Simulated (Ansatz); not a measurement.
In3N3H12, a cluster cut from zinc blende InN (hydrogen-capped), relaxed as a singlet with RKS PBE-D4/def2-SVP in Ansatz, starting from the GFN2-xTB geometry. Force threshold 0.02 eV/Å.

In the def2 sets In takes a core potential; there is no spin–orbit coupling.

Start:

```xyz
18

In   -1.020   -1.253    1.465
In   -0.977    1.878   -0.525
In    1.030   -1.044   -1.615
N     0.908   -1.672    0.490
N     0.944    1.132   -1.298
N    -0.906    0.945    1.465
H    -0.800   -1.704    3.082
H    -2.258   -1.726    0.435
H    -0.728    3.529   -0.245
H    -2.220    1.175   -1.406
H     2.630   -1.358   -2.069
H    -0.370   -1.527   -2.406
H     1.680   -1.280    1.033
H     1.055   -2.683    0.520
H     1.715    1.446   -0.706
H     1.106    1.584   -2.201
H    -0.084    1.264    1.982
H    -1.705    1.294    1.999
```

| step | energy (eV) | largest force component (eV/Å) | SCF passes |
| --- | --- | --- | --- |
| 1 | -20179.0872 | 0.500 | 19 |
| 2 | -20179.3012 | 0.187 | 18 |
| 3 | -20179.3336 | 0.386 | 17 |
| 4 | -20179.3473 | 0.041 | 18 |
| 5 | -20179.3478 | 0.006 | 19 |

Force components are those of the run's own axes.

End:

```
atom   x (Å)   y (Å)   z (Å)
 In1  -1.025  -1.302   1.593
 In2  -0.979   2.014  -0.517
 In3   1.150  -1.080  -1.671
  N4   0.871  -1.737   0.462
  N5   0.910   1.137  -1.369
  N6  -0.983   0.943   1.462
  H7  -0.650  -1.665   3.263
  H8  -2.337  -1.837   0.591
  H9  -0.575   3.672  -0.134
 H10  -2.294   1.360  -1.441
 H11   2.853  -1.311  -1.998
 H12  -0.248  -1.619  -2.546
 H13   1.684  -1.441   1.024
 H14   0.952  -2.766   0.446
 H15   1.724   1.505  -0.855
 H16   1.008   1.555  -2.308
 H17  -0.222   1.310   2.054
 H18  -1.839   1.262   1.944
```

By distances, no bond broke or formed. The bond that changes most is In2–H10, from 1.68 to 1.73 Å (atoms count from 1).

No frequencies were taken in this run, so the end may be a saddle point.

It took 10 s on 4 threads of Arm Neoverse V2 on a shared host.
